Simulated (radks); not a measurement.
Task: Species: Ga3+. Configuration: [Ne] 3s2 3p5 3d10 4d1 (not the ground configuration). Method: Dirac Kohn-Sham, LDA (Slater exchange, VWN5 correlation), spin-unpolarised, spherical densities, finite nucleus; open shells fill j = l - 1/2 first; Fermi nuclear charge, rms radius 3.9973 fm; computed with a radial shooting solver on a logarithmic mesh with Libxc functionals.

Spin-orbit splittings of the eigenvalues, e(l+1/2) - e(l-1/2), with zeta = 2 splitting/(2l+1) and mean radii in bohr:

| shell | occ. | splitting (eV) | zeta (eV) | <r> j=l-1/2 | <r> j=l+1/2 |
|---|---|---|---|---|---|
| 2p | 6 | ? | ? | 0.1883 | 0.1918 |
| 3p | 5 | 3.723 | 2.482 | 0.6638 | 0.6740 |
| 3d | 10 | 0.5095 | 0.2038 | 0.7433 | 0.7476 |
| 4d | 1 | 0.03932 | 0.01573 | 2.980 | 2.987 |

Estimate the 2p splitting.

Result: 27.66 eV (zeta = 18.44 eV).
